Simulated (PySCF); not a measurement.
Job file and geometry (Å, from GFN2-xTB) of an NMR shielding run on SMILES O=C1CC=C1CB(Cl)Cl, C5H5BCl2O, PySCF 2.14.0, density-fitted response routines, GIAO PBE0/pcSseg-1 NMR shielding, non-relativistic, gas phase; density fitting, a coarse starting grid and PySCF grid level 2 are the driver's defaults:

```
$ OMP_NUM_THREADS=1 python probes_run.py task.json out

{"job": {"kind": "nmr", "xc": "PBE0", "basis": "pcSseg-1"}, "charge": 0, "multiplicity": 1}
O      0.457606    -1.323477     2.202262
C      0.809768    -0.675623     1.261709
C      2.119718    -0.552897     0.453436
C      1.325322     0.448596    -0.354820
C      0.196091     0.335177     0.365617
C     -1.174846     0.911187     0.317121
B     -2.298812    -0.164794    -0.053652
Cl    -1.876606    -1.656038    -0.786925
Cl    -3.952109     0.178076     0.246781
H      2.415550    -1.461571    -0.068623
H      2.970636    -0.159380     1.007626
H      1.602779     1.033731    -1.212291
H     -1.191228     1.729266    -0.409854
H     -1.404549     1.357274     1.289472
```

Question: What does the program print?

Answer: 
```
coarse grid: 13952 points
cycle   1  E = -1213.1482669772  dE =  1.572e+00  |g| = 7.745e-01  |ddm| = 3.707e+00
cycle   2  E = -1212.7790932826  dE =  3.692e-01  |g| = 1.577e+00  |ddm| = 2.728e+00
cycle   3  E = -1213.2664052569  dE = -4.873e-01  |g| = 1.939e-01  |ddm| = 2.127e+00
cycle   4  E = -1213.2747508542  dE = -8.346e-03  |g| = 6.192e-02  |ddm| = 2.260e-01
cycle   5  E = -1213.2755557785  dE = -8.049e-04  |g| = 2.216e-02  |ddm| = 7.686e-02
cycle   6  E = -1213.2756729171  dE = -1.171e-04  |g| = 7.482e-03  |ddm| = 2.809e-02
cycle   7  E = -1213.2756857378  dE = -1.282e-05  |g| = 2.333e-03  |ddm| = 8.039e-03
cycle   8  E = -1213.2756869146  dE = -1.177e-06  |g| = 6.047e-04  |ddm| = 2.642e-03
final grid: 128808 points
cycle   9  E = -1213.3360018002  dE = -2.416e-05  |g| = 1.211e-02  |ddm| = 2.966e-02
cycle  10  E = -1213.3359213801  dE =  8.042e-05  |g| = 2.362e-02  |ddm| = 3.077e-02
cycle  11  E = -1213.3360303144  dE = -1.089e-04  |g| = 2.316e-03  |ddm| = 2.231e-02
cycle  12  E = -1213.3360313660  dE = -1.052e-06  |g| = 4.307e-04  |ddm| = 2.373e-03
cycle  13  E = -1213.3360314018  dE = -3.582e-08  |g| = 1.703e-04  |ddm| = 5.392e-04
cycle  14  E = -1213.3360314088  dE = -6.906e-09  |g| = 4.696e-05  |ddm| = 1.878e-04
cycle  15  E = -1213.3360314092  dE = -4.943e-10  |g| = 1.398e-05  |ddm| = 5.382e-05
converged SCF energy = -1213.3360314092

GIAO shielding tensors (ppm)
atom      isotropic    diamagn.    paramagn.     s11        s22        s33       span
  0 O     -265.046     399.854    -664.899   -802.480   -319.082    326.425   1128.905
  1 C       -6.144     248.271    -254.415    -89.328    -17.247     88.143    177.471
  2 C      136.247     258.478    -122.231    108.395    146.681    153.666     45.271
  3 C       22.854     253.151    -230.298   -109.588     17.728    160.421    270.009
  4 C       27.366     260.984    -233.617    -75.577     43.454    114.222    189.798
  5 C      156.293     250.188     -93.894    141.106    148.387    179.387     38.282
  6 B       38.243     189.180    -150.937     -1.658     28.650     87.737     89.395
  7 Cl     653.278    1148.392    -495.114    349.304    688.764    921.766    572.462
  8 Cl     668.802    1145.697    -476.895    373.116    731.068    902.221    529.105
  9 H       28.412      30.006      -1.594     26.254     26.609     32.373      6.119
 10 H       28.467      29.169      -0.702     25.753     26.755     32.893      7.140
 11 H       23.543      32.984      -9.441     18.003     25.270     27.357      9.354
 12 H       29.416      29.748      -0.332     25.010     29.805     33.434      8.424
 13 H       29.194      29.271      -0.077     24.861     29.445     33.276      8.415
```

Size and cost of the density-fitted run: 192 basis functions, 40 s wall time on 1 thread of an Arm Neoverse V1, shared host; peak memory 0.84 GiB.
